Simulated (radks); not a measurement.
The numbers below are computed, except where a source is named.
Task: These are the eigenvalues of the occupied orbitals of an atom or ion with whole-number occupations (Ry). Level of theory: scalar-relativistic Kohn-Sham, PBEsol, spin-polarised, spherical densities, finite nucleus; Fermi nuclear charge, rms radius of each element as measured or else 0.836 A^(1/3) + 0.57 fm (a radial shooting solver on a logarithmic mesh with Libxc functionals).

orbital  eigenvalue
1s down   -32.28247
1s up     -32.28139
2s up      -4.29532
2s down    -4.26427
3d up      -0.86109

Which element is it, and in what charge state? The configuration may be excited. Open shells, if any, are filled with parallel spins first.

Result: Z = 7, nitrogen, charge +2: N2+ in [He] 2s2 3d1. The list shows which subshells hold electrons but not how many an open one holds; the 1s level, -16.141 hartree, gives Z - s = 5.7 by -(Z - s)^2/2, which with screening and relativity narrows Z to a few neighbours, and the depths of the outer levels then fix element, charge and occupations together.
